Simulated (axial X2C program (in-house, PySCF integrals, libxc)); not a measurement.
# ScF: from the spin-free to the two-component result

Calculated with an axial X2C code built on PySCF integrals. Spin-free means the one-electron spin-free X2C Hamiltonian; two-component (2c) means X2C with spin–orbit coupling and atomic mean-field two-electron Coulomb and Gaunt terms, so the difference of the two also holds small scalar two-electron terms. Basis: Sc dyall-cv3z [10s11p7d5f2g], F dyall-av3z [7s6p3d2f] (cores contracted in-house); Gaussian nuclei, density fitting, unrestricted open shells. Masses: Sc 44.956 u, F 18.998 u.

Spin-free state: M_S = 1, Λ = 2 (beyond evenly filled blocks: σα, δ+α); fragments Sc + F.

```json
{"level": "PBE0", "Re (Å)": "1.839", "ωe (cm⁻¹)": "661.2", "De (eV)": "6.071", "μ (D)": "-2.84"}
{"level": "HF", "Re (Å)": "1.891", "ωe (cm⁻¹)": "632.2", "De (eV)": "4.562", "μ (D)": "-2.67"}
{"level": "MP2", "Re (Å)": "1.897", "ωe (cm⁻¹)": "609.6", "De (eV)": "6.237", "μ (D)": "n/a"}
{"level": "CCSD", "Re (Å)": "1.890", "ωe (cm⁻¹)": "622.3", "De (eV)": "5.612", "μ (D)": "n/a"}
{"level": "CCSD(T)", "Re (Å)": "1.891", "ωe (cm⁻¹)": "619.5", "De (eV)": "5.740", "μ (D)": "n/a"}
```

Correlated methods: 10 electrons correlated (number of frozen shells: Sc 3 s, 2 p; F 1 s), 300 virtual spin orbitals or spinors in MP2, 90 natural virtuals in coupled cluster.

Dipoles are positive if F is the positive end.

Two-component determinant lowest at the distance of the search:

Ω = 1 (⟨Sz⟩ = -1.00, ⟨Lz⟩ = 2.00 at HF); fragments Sc + F.

| level | Re (Å) | ωe (cm⁻¹) | De (eV) | μ (D) |
| --- | --- | --- | --- | --- |
| PBE0 | 1.839 | 661.0 | 6.078 | -2.84 |
| HF | 1.891 | 631.9 | 4.551 | -2.67 |
| MP2 | 1.897 | 609.4 | 6.226 | n/a |
| CCSD | 1.891 | 621.9 | 5.600 | n/a |
| CCSD(T) | 1.891 | 619.0 | 5.722 | n/a |

From the two tables, how do the constants change at the CCSD(T) level (2c against spin-free)?

At the CCSD(T) level Re is unchanged within 0.001 Å and ωe decreases by 0.5 cm⁻¹; De changes by -0.018 eV.

Occupations by symmetry block were frozen at the best pattern of an incomplete PBE0 search. Dissociation energies refer to the lowest single-determinant-based atoms at the same level and basis. Density functionals use the spin component along the axis (collinear). Coupled cluster ran in a truncated set of natural virtual spinors; the MP2 energy of the rest was added. (T) has no such correction and the atoms are truncated less, which lowers De at CCSD(T) by a hundredth of an eV or more. In 2c an atomic determinant is not the ground J level, so De misses part of the atomic spin–orbit lowering. This holds for PBE0. Other states lie close and PBE0, whose exact exchange favours high spin, may order them wrongly; the determinant shown need not be the ground state. The nearest other spin-free determinant of the search, M_S = 0, Λ = 0, lies 0.08 eV up at the distance of the search. The functionals have no current-density term, which raises determinants with orbital currents, atoms included. With several unpaired electrons one determinant need not be a pure state. The outer-core s and p shells of the metal are frozen in the correlated rows, which leaves out core–valence correlation; for alkali and alkaline-earth bonds that tends to lengthen them.
